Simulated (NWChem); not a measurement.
System: SiNH₂Cl, singlet; SMILES N[Si]Cl

NWChem input:

```
start job
memory heap 200 mb stack 900 mb global 1100 mb
geometry units angstroms noautoz
  Si     0.724749     0.594252     0.000000
  Cl    -0.149315    -1.335695     0.000000
  N     -0.725972     1.505227     0.000000
  H     -1.668380     1.122603     0.000000
  H     -0.713472     2.521013     0.000000
end
basis spherical
  * library def2-svp
end
dft
  xc b3lyp
  iterations 150
  vectors input atomic output neutral.movecs
end
task dft energy
charge 1
dft
  odft
  mult 2
  vectors input atomic output cation.movecs
end
task dft energy
```

NWChem printed, in part:

```
             Northwest Computational Chemistry Package (NWChem) 7.3.0
             --------------------------------------------------------

 CS  symmetry detected

                             Geometry "geometry" -> ""
                             -------------------------

 Output coordinates in angstroms (scale by  1.889725989 to convert to a.u.)

  No.       Tag          Charge          X              Y              Z
 ---- ---------------- ---------- -------------- -------------- --------------
    1 Si                  14.0000     0.71980449     0.60102865     0.00000000
    2 Cl                  17.0000    -0.14997247    -1.33085420     0.00000000
    3 N                    7.0000    -0.73293548     1.50878050     0.00000000
    4 H                    1.0000    -1.67449166     1.12406510     0.00000000
    5 H                    1.0000    -0.72269077     2.52459175     0.00000000

 Effective nuclear repulsion energy (a.u.)     130.5680947877

      Symmetry information
      --------------------

 Group name             Cs
 Group number              2
 Group order               2
 No. of unique centers     5

                                 NWChem DFT Module
                                 -----------------

 Summary of "ao basis" -> "ao basis" (spherical)
 ------------------------------------------------------------------------------
       Tag                 Description            Shells   Functions and Types
 ---------------- ------------------------------  ------  ---------------------
 Si                         def2-svp                 8       18   4s3p1d
 Cl                         def2-svp                 8       18   4s3p1d
 N                          def2-svp                 6       14   3s2p1d
 H                          def2-svp                 3        5   2s1p

      Symmetry analysis of basis
      --------------------------

        a'         44
        a"         16

            General Information
            -------------------
          SCF calculation type: DFT
          Wavefunction type:  closed shell.
          No. of atoms     :     5
          No. of electrons :    40
           Alpha electrons :    20
            Beta electrons :    20
          Charge           :     0
          Spin multiplicity:     1
          Use of symmetry is: on ; symmetry adaption is: on
          Maximum number of iterations: 150
          AO basis - number of functions:    60
                     number of shells:    28
          Convergence on energy requested:  1.00D-06
          Convergence on density requested:  1.00D-05
          Convergence on gradient requested:  5.00D-04

              XC Information
              --------------
                         B3LYP Method XC Potential
                     Hartree-Fock (Exact) Exchange  0.200
                        Slater Exchange Functional  0.800 local
                    Becke 1988 Exchange Functional  0.720 non-local
              Lee-Yang-Parr Correlation Functional  0.810
                  VWN I RPA Correlation Functional  0.190 local

             Grid Information
             ----------------
          Grid used for XC integration:  medium
          Radial quadrature: Mura-Knowles
          Angular quadrature: Lebedev.
          Tag              B.-S. Rad. Rad. Pts. Rad. Cut. Ang. Pts.
          ---              ---------- --------- --------- ---------
          Si                  1.10       88           8.0       590
          Cl                  1.00       88          10.0       590
          N                   0.65       49           8.0       434
          H                   0.35       45          10.0       434
          Grid pruning is: on
          Number of quadrature shells:   315
          Spatial weights used:  Erf1

      Superposition of Atomic Density Guess
      -------------------------------------

 Sum of atomic energies:        -803.30480314

      Non-variational initial energy
      ------------------------------

 Total energy =    -804.071384
 1-e energy   =   -1369.951498
 2-e energy   =     435.312019
 HOMO         =      -0.263246
 LUMO         =      -0.013811

      Symmetry analysis of molecular orbitals - initial
      -------------------------------------------------

  Numbering of irreducible representations:

     1 a'          2 a"

  Orbital symmetries:

     1 a'          2 a'          3 a'          4 a'          5 a'
     6 a'          7 a"          8 a'          9 a'         10 a'
    11 a"         12 a'         13 a'         14 a'         15 a'
    16 a'         17 a"         18 a'         19 a"         20 a'
    21 a"         22 a'         23 a'         24 a'         25 a'
    26 a'         27 a'         28 a'         29 a"         30 a"

   convergence    iter        energy       DeltaE   RMS-Dens  Diis-err
 ---------------- ----- ----------------- --------- --------- ---------
 d= 0,ls=0.0,diis     1   -805.4096777798 -9.36D+02  1.55D-02  3.74D-01
 d= 0,ls=0.0,diis     2   -805.3884101766  2.13D-02  9.26D-03  4.92D-01
 d= 0,ls=0.0,diis     3   -805.4483306631 -5.99D-02  2.49D-03  4.53D-02
 d= 0,ls=0.0,diis     4   -805.4529142298 -4.58D-03  1.16D-03  6.24D-03
 d= 0,ls=0.0,diis     5   -805.4538311681 -9.17D-04  1.07D-04  4.28D-05
  Resetting Diis
 d= 0,ls=0.0,diis     6   -805.4538361440 -4.98D-06  2.79D-05  2.29D-06
 d= 0,ls=0.0,diis     7   -805.4538364481 -3.04D-07  1.19D-05  1.60D-07
 d= 0,ls=0.0,diis     8   -805.4538364532 -5.09D-09  6.27D-06  1.26D-07

         Total DFT energy =     -805.453836453224
      One electron energy =    -1372.329615347473
           Coulomb energy =      493.173953409924
    Exchange-Corr. energy =      -56.866269303330
 Nuclear repulsion energy =      130.568094787655

 Numeric. integr. density =       39.999996316714

                  Occupations of the irreducible representations
                  ----------------------------------------------

                     irrep           alpha         beta
                     --------     --------     --------
                     a'               16.0         16.0
                     a"                4.0          4.0

                       DFT Final Molecular Orbital Analysis
                       ------------------------------------

 Vector   18  Occ=2.000000D+00  E=-3.136261D-01  Symmetry=a'
              MO Center= -2.5D-02, -1.1D+00,  5.3D-15, r^2= 1.8D+00
   Bfn.  Coefficient  Atom+Function         Bfn.  Coefficient  Atom+Function
  ----- ------------  ---------------      ----- ------------  ---------------
    29      0.460821  2 Cl px                30     -0.400046  2 Cl py
    26      0.340046  2 Cl px                27     -0.295370  2 Cl py
    23      0.198929  2 Cl px                24     -0.172121  2 Cl py
     3      0.126370  1 Si s                 11      0.113012  1 Si px
     4      0.089798  1 Si s                  8      0.087189  1 Si px

 Vector   19  Occ=2.000000D+00  E=-2.910827D-01  Symmetry=a"
              MO Center= -4.7D-01,  4.7D-01, -1.8D-16, r^2= 2.9D+00
   Bfn.  Coefficient  Atom+Function         Bfn.  Coefficient  Atom+Function
  ----- ------------  ---------------      ----- ------------  ---------------
    42      0.460458  3 N  pz                31      0.412224  2 Cl pz
    45     -0.387253  3 N  pz                28      0.292355  2 Cl pz
    25      0.170935  2 Cl pz                10     -0.079519  1 Si pz
    13     -0.072785  1 Si pz                15     -0.056905  1 Si d -1
     7      0.044592  1 Si pz                17     -0.034234  1 Si d  1

 Vector   20  Occ=2.000000D+00  E=-2.491115D-01  Symmetry=a'
              MO Center=  8.1D-01,  3.8D-01, -4.0D-15, r^2= 3.0D+00
   Bfn.  Coefficient  Atom+Function         Bfn.  Coefficient  Atom+Function
  ----- ------------  ---------------      ----- ------------  ---------------
     3      0.461613  1 Si s                  4      0.410288  1 Si s
    29     -0.332598  2 Cl px                 2      0.272686  1 Si s
     8      0.262000  1 Si px                11      0.233708  1 Si px
    26     -0.229609  2 Cl px                39     -0.209764  3 N  s
    40      0.156450  3 N  px                 5     -0.142713  1 Si px

 Vector   21  Occ=0.000000D+00  E=-5.527218D-02  Symmetry=a"
              MO Center=  6.0D-01,  5.8D-01, -1.4D-13, r^2= 2.9D+00
   Bfn.  Coefficient  Atom+Function         Bfn.  Coefficient  Atom+Function
  ----- ------------  ---------------      ----- ------------  ---------------
    13      0.733993  1 Si pz                10      0.396006  1 Si pz
    45     -0.312738  3 N  pz                31     -0.259173  2 Cl pz
    42      0.259998  3 N  pz                 7     -0.205315  1 Si pz
    28     -0.139776  2 Cl pz                25     -0.080707  2 Cl pz
    17     -0.037007  1 Si d  1              33      0.036122  2 Cl d -1

 Vector   22  Occ=0.000000D+00  E= 1.683865D-02  Symmetry=a'
              MO Center=  4.1D-01,  8.3D-01,  2.8D-16, r^2= 4.3D+00
   Bfn.  Coefficient  Atom+Function         Bfn.  Coefficient  Atom+Function
  ----- ------------  ---------------      ----- ------------  ---------------
    12      0.932201  1 Si py                39     -0.845959  3 N  s
    52      0.499053  4 H  s                 22      0.369953  2 Cl s
    29      0.309895  2 Cl px                30      0.310227  2 Cl py
     9      0.298882  1 Si py                57      0.276065  5 H  s
     3     -0.220894  1 Si s                  6     -0.158440  1 Si py

[...]
```

Level: B3LYP/def2-SVP, vertical spin-unrestricted ions. Low-valent species are run as closed-shell singlets; no triplet was tried in these runs. The geometry was optimised at PBE0/def2-SVP. B3LYP is NWChem's, with the RPA form of VWN correlation.
